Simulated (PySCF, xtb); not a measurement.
BH₂O₂, SMILES O[B]O, multiplicity 2. One conformer was computed; it need not be the lowest.

Harmonic wavenumbers (cm⁻¹) from GFN2-xTB (xtb) at its own minimum, in rising order: 428, 469, 579, 848, 930, 1152, 1263, 3324, 3340.

What does PySCF 2.14.0 with PBE-D3(BJ)/def2-TZVP give at its own minimum? (Estimate from the structure and the level; the computed values follow.)

379, 450, 546, 868, 937, 1136, 1427, 3508, 3519. Paired by order, the mean absolute difference is 75 cm⁻¹ and the zero-point energies are 17.6 and 18.3 kcal/mol.
